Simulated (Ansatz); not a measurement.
## Ligand exchange: Sn(CH3)(NH2) + Mg(NH2)2 → Sn(NH2)2 + Mg(CH3)(NH2)

Species: Sn(CH3)(NH2), singlet; Mg(NH2)2, singlet; Sn(NH2)2, singlet; Mg(CH3)(NH2), singlet. The partners trade CH3 for NH2: Sn–CH3 and Mg–NH2 bonds give way to Sn–NH2 and Mg–CH3.

Shapes, held fixed at every level: PBE0-D4/def2-TZVP. Flexible molecules stand in one conformer, not always the lowest. Programs: Ansatz 0.2.0. Electronic energies: no zero-point or thermal term.

| level | kind | ΔE (kJ/mol) | less CCSD(T)/def2-TZVPP | CPU time (sum over the molecules) |
| --- | --- | --- | --- | --- |
| HF/def2-TZVPP | Hartree–Fock | +12.3 | -0.7 | – |
| BHLYP-D4/def2-TZVPP | global hybrid | +10.7 | -2.3 | 17 s |
| r2SCAN0-D4/def2-TZVPP | global hybrid | +10.4 | -2.6 | 28 s |
| wB97M-V/def2-TZVPP | range-separated hybrid | +8.4 | -4.6 | 66 s |
| wB97X-V/def2-TZVPP | range-separated hybrid | +8.6 | -4.4 | 49 s |
| CCSD/def2-TZVPP | coupled cluster or CI | +14.0 | +1.0 | – |
| CCSD(T)/def2-TZVPP | coupled cluster or CI | +13.0 | 0.0 | 5.6 min |

The highest level, CCSD(T)/def2-TZVPP, gives ΔE = +13.0 kJ/mol; the levels span +8.4 to +14.0. The column of differences is taken from that level and isn't an error. No measured value is set beside it here. For atoms past krypton def2 sets carry core potentials with scalar relativity. Outer-core shells of Mg, Sn are correlated, in sets that cover them unevenly. Times are processor times on shared x86 and Arm servers, and rough.
